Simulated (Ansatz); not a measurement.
Cost and result for the atomization energy of F₂H₄OSSi₂ (`O[SiH](F)S[SiH2]F`) (10 atoms, 9 bonds).

```xyz
10

O    -0.2364   -0.9882    1.8094
Si   -0.5268    0.5372    1.3486
F     0.8240    1.3814    1.3797
S    -1.3263    0.6610   -0.6300
Si    0.3503   -0.0935   -1.6805
F     0.7993   -1.4885   -1.0137
H     0.1585   -1.5896    1.1721
H    -1.4859    1.1356    2.2864
H     1.5261    0.7958   -1.6029
H    -0.0828   -0.3511   -3.0691
```

The species carries charge 0 and has multiplicity 1. The structure was optimised at the PBE0-D4/def2-TZVP level. It is one conformer, not always the lowest. Program: Ansatz. All runs use 4 threads of an Intel Xeon Platinum 8488C on a shared host. Times are those of one run each, without the atoms' runs, and a repeat can differ threefold. Electronic energies, without spin–orbit coupling; frozen cores. CCSD(T)/CBS adds CCSD(T) − MP2 in def2-TZVPP to the MP2 limit, and its time is that of the two runs behind it. T1 = 0.012. B3LYP takes the VWN-RPA correlation (the form of Gaussian; ORCA's B3LYP/G).

CCSD(T)/CBS is a level of theory with its own doubt, some kJ/mol a heavy atom from the limit and from the frozen cores, so smaller differences don't rank the functionals.

```csv
level,functions,wall time,atomization (kJ/mol),difference from CCSD(T)/CBS,per bond
PBE-D4/def2-TZVPP (with forces),275,4.4 s,3762.2,-6.9,-0.8
PBE0-D4/def2-TZVPP,275,7 s,3691.3,-77.8,-8.6
r2SCAN-D4/def2-TZVPP (with forces),275,7.5 s,3754.7,-14.4,-1.6
B3LYP-D4/def2-TZVPP (with forces),275,10 s,3711.3,-57.8,-6.4
B2PLYP/def2-TZVPP,275,10 s,3688.1,-81.0,-9.0
ωB97X-V/def2-TZVPP,275,13 s,3766.2,-2.9,-0.3
ωB97M-V/def2-TZVPP (with forces),275,18 s,3760.2,-8.9,-1.0
MP2/def2-QZVPP,501,42 s,3828.7,59.6,6.6
CCSD(T)/def2-TZVPP,275,5.5 min,3641.5,-127.6,-14.2
CCSD(T)/CBS(def2),–,6.2 min,3769.1,0.0,0.0
```

The D4 term adds +47.2 kJ/mol with B3LYP and +24.7 kJ/mol with PBE0; it sums over pairs of atoms, weighted by their polarisabilities, and B3LYP, whose exchange is more repulsive, gets the larger term. From PBE to PBE0 (25 % exact exchange), in def2-TZVPP and without D4, the atomization energy moves by −66.6 kJ/mol: exact exchange takes away binding that semilocal exchange gives to molecules. In def2-TZVPP, CCSD(T) changes the Hartree–Fock value by +899.6 kJ/mol (the triples alone add +58.0 kJ/mol) and MP2 by +1009.3 kJ/mol; breaking electron pairs costs correlation energy, which Hartree–Fock lacks.
